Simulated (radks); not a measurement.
The numbers below are computed, except where a source is named.
Problem. Al2+, configuration [Ne] 3s1 (the NIST ground configuration). Code: a radial shooting solver on a logarithmic mesh with Libxc functionals. Model: scalar-relativistic Kohn-Sham, PBE, spin-polarised, spherical densities, point nucleus; open shells are filled with parallel spins first. Some entries of the table are withheld. Estimate them.

| orbital | occ. | eigenvalue (eV) | <r^2> (bohr^2) |
|---|---|---|---|
| 1s up | 1 | -1532.270 | 0.01946 |
| 1s down | 1 | -1532.146 | 0.01946 |
| 2s up | 1 | -128.8155 | 0.4685 |
| 2s down | 1 | -128.5722 | 0.4670 |
| 2p up | 3 | -90.3109 | 0.4597 |
| 2p down | 3 | -90.0606 | 0.4565 |
| 3s up | 1 | (1) | 5.494 |

Solution. 
(1) 3s up eigenvalue (eV): -24.4836
